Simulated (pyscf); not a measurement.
# HS–CH₂–ZnH (SMILES S[CH2][ZnH]), singlet

Gas-phase minimum from PySCF at ωB97X-D3(BJ)/def2-SVP, one conformer. HS–CH₂–ZnH lies 38.1 kcal/mol over its isomer H₃C–Zn–SH (electronic energy, ωB97M-D3(BJ)/def2-TZVP). 

```xyz
7

S     -1.0815     0.3048    -0.6845
C     -0.7251    -1.3496     0.0205
Zn     0.5637    -2.2122    -1.1595
H     -1.5318    -0.0950    -1.8901
H     -0.2625    -1.1341     0.9981
H     -1.6644    -1.8847     0.2300
H      1.5837    -2.8244    -2.1411
```

Bonds (Å): S1–C2 1.833, S1–H4 1.348, C2–Zn3 1.949, C2–H5 1.103, C2–H6 1.101, Zn3–H7 1.542. Angles (°): C2–S1–H4 98.1, S1–C2–Zn3 107.2, S1–C2–H5 104.2, S1–C2–H6 110.2, Zn3–C2–H5 110.2, Zn3–C2–H6 117.7, H5–C2–H6 106.5, C2–Zn3–H7 176.8.

Properties at ωB97X-D3(BJ)/def2-SVP:

- Harmonic wavenumbers, unscaled: 100, 201, 414, 456, 570, 632, 748, 893, 1119, 1155, 1419, 1886, 2743, 3096, 3160 cm⁻¹
- Zero-point energy: 26.6 kcal/mol
- Rotational symmetry number: 1
- Entropy of this conformer at 298 K and 1 atm, rigid rotor and harmonic oscillator, modes under 100 cm⁻¹ raised to 100: 310.7 J/(mol K)
- Dipole moment: 1.54 D

Single-point totals, which compare only within one level (frozen core for MP2 and CC):

```json
[
 {"level": "ωB97X-D3(BJ)/def2-TZVP", "total energy (hartree)": "-2218.10266"},
 {"level": "PBE/def2-TZVP", "total energy (hartree)": "-2217.60297"},
 {"level": "r²SCAN/def2-TZVP", "total energy (hartree)": "-2218.03166"},
 {"level": "B3LYP-D3(BJ)/def2-TZVP", "total energy (hartree)": "-2218.18237"},
 {"level": "PBE0-D3(BJ)/def2-TZVP", "total energy (hartree)": "-2217.66410"},
 {"level": "M06-2X/def2-TZVP", "total energy (hartree)": "-2218.02739"},
 {"level": "ωB97M-D3(BJ)/def2-TZVP", "total energy (hartree)": "-2218.18747"},
 {"level": "HF/def2-TZVPP", "total energy (hartree)": "-2215.52219"},
 {"level": "MP2/def2-TZVPP", "total energy (hartree)": "-2216.72716"},
 {"level": "CCSD/def2-TZVPP", "total energy (hartree)": "-2216.67557"},
 {"level": "CCSD(T)/def2-TZVPP", "total energy (hartree)": "-2216.71090"}
]
```

Soft torsions are taken as harmonic, which can shift the entropy by several J/(mol K). The CCSD(T) − MP2 part came from Ansatz, without density fitting, on the same reference. The frozen core leaves the outer d or s,p core shells of the metals and heavy elements correlated in the MP2 and CC values, and def2-TZVPP describes them poorly, so these totals are far from the basis limit. Elements up to Kr have no core potential and no relativistic terms here.
